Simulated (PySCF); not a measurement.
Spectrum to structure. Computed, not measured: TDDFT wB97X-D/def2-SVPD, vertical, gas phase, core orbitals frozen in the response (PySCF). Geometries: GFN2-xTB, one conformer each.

```json
{"state": "S1", "E (eV)": "6.02", "f": "0.0010", "main configurations (H = HOMO, L = LUMO)": "H→L (91%)"}
{"state": "S2", "E (eV)": "8.08", "f": "0.014", "main configurations (H = HOMO, L = LUMO)": "H→L+1 (50%), H-1→L (29%)"}
{"state": "S3", "E (eV)": "8.20", "f": "0.169", "main configurations (H = HOMO, L = LUMO)": "H-1→L (60%), H→L+1 (24%)"}
{"state": "S4", "E (eV)": "8.68", "f": "0.0005", "main configurations (H = HOMO, L = LUMO)": "H-3→L (42%), H-2→L (37%)"}
{"state": "S5", "E (eV)": "8.76", "f": "0.0063", "main configurations (H = HOMO, L = LUMO)": "H-1→L+1 (82%)"}
{"state": "S6", "E (eV)": "9.09", "f": "0.0004", "main configurations (H = HOMO, L = LUMO)": "H→L+2 (60%), H→L+5 (17%)"}
{"state": "S7", "E (eV)": "9.27", "f": "0.0003", "main configurations (H = HOMO, L = LUMO)": "H→L+3 (55%), H-1→L+2 (16%)"}
{"state": "S8", "E (eV)": "9.34", "f": "0.013", "main configurations (H = HOMO, L = LUMO)": "H-1→L+2 (53%), H→L+3 (19%)"}
```

Orbital energies (eV): HOMO-3 -11.96, HOMO-2 -11.40, HOMO-1 -10.53, HOMO -9.94, LUMO 2.17, LUMO+1 2.34, LUMO+2 2.65.

Question: Which candidate is it?
A. `CCCOC(C)=O`
B. `OCC1=CCCC=C1`
C. `O=C1[C@@H](CC=C1)CC`
D. `C=CC[C@H](C=C)C=O`

Answer: A. Its S1, at 6.02 eV, is the highest among the candidates; the nearest of the others has S1 at 4.94 eV. S1 is HOMO→LUMO (91%). Löwdin shares by element: HOMO oxygen 76%, carbon 17% or more; LUMO carbon 43% or more, oxygen 39% (atoms not listed hold the other 17%). At the same level the other candidates give, for their lowest levels:
- `C=CC[C@H](C=C)C=O`: 4.27 eV (f 0.004); 6.54 eV (f 0.128); 6.77 eV (f 0.048); 7.28 eV (f 0.072); 7.45 eV (f 0.312); T1 3.72 eV; HOMO -9.14, LUMO 0.67 eV
- `CC[C@@H]1CC=CC1=O`: 3.90 eV (f 0.001); 6.20 eV (f 0.278); 6.92 eV (f 0.001); 7.21 eV (f 0.009); 7.54 eV (f 0.025); T1 3.48 eV; HOMO -8.91, LUMO 0.39 eV
- `OCC1=CCCC=C1`: 4.94 eV (f 0.111); 6.28 eV (f 0.023); 6.48 eV (f 0.034); 7.00 eV (f 0.008); 7.11 eV (f 0.024); T1 3.10 eV; HOMO -8.09, LUMO 1.01 eV

Conformer computed: `[CH3:1][CH2:2][CH2:3][O:4][C:5]([CH3:6])=[O:7]`: C1–C2–C3–O4 178°, C2–C3–O4–C5 84°, C3–O4–C5–C6 179°.
Triplets come from the Tamm–Dancoff approximation.
